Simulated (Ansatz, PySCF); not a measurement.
Gas-phase reaction (SMILES): [SiH3]O[Si](Cl)(O[SiH3])O[SiH3] + 7 [H][H] (H2) → Cl (HCl) + 3 O (H2O) + 4 [SiH4] (SiH4); energy of full hydrogenation.

Structures are relaxed separately at B3LYP-D3(BJ)/def2-TZVP in Ansatz (a first-principles code), one conformer each, not searched for the lowest. Cores are frozen in the correlated levels unless marked. No spin-orbit coupling. Non-relativistic. Basis-set limits of correlation are two-point, X^-3; Hartree-Fock from the larger set. [CCSD(T)-MP2]/basis is that difference in the basis named. Thermal terms are rigid-rotor harmonic-oscillator values from B3LYP-D3(BJ) frequencies (Ansatz or PySCF) at 298.15 K and 1 atm. 1 Eh = 627.5095 kcal/mol.

```
species                          E, RI-MP2/CBS(aug-cc-pV(T+d)Z,aug-cc-pV(Q+d)Z)+[CCSD(T)-MP2]/aug-cc-pV(T+d)Z (Ansatz) (Eh)  E, PBE0-D4/def2-TZVPD (Ansatz + dftd4) (Eh)  H - E (Eh)
-------------------------------  ------------------------------------------------------------------------------------------  -------------------------------------------  ----------
[SiH3]O[Si](Cl)(O[SiH3])O[SiH3]                                                                                 -1847.36063                                  -1848.87043     0.10893
[H][H] (H2)                                                                                                        -1.17524                                     -1.16831     0.01336
Cl (HCl)                                                                                                         -460.37874                                   -460.66608     0.01000
O (H2O)                                                                                                           -76.37791                                    -76.38102     0.02495
[SiH4] (SiH4)                                                                                                    -291.46108                                   -291.75741     0.03520
```

Work out ΔE and ΔH at 298.15 K at the first level, then ΔH at the second.


1. ΔE = [(-460.37874) + 3×(-76.37791) + 4×(-291.46108)] - [(-1847.36063) + 7×(-1.17524)] = 0.23052 Eh = 144.7 kcal/mol at RI-MP2/CBS(aug-cc-pV(T+d)Z,aug-cc-pV(Q+d)Z)+[CCSD(T)-MP2]/aug-cc-pV(T+d)Z.
2. The terms H - E add up to 0.02320 Eh, so ΔH = (0.23052 + (0.02320))×627.5095 = 159.2 kcal/mol.
3. At PBE0-D4/def2-TZVPD the same steps give ΔE = 131.7 and ΔH = 146.2 kcal/mol, a shift of -13.0 from the first level.
4. These values are not checked against measurement here, since the tables used lack a sound gas-phase enthalpy of formation for at least one species.
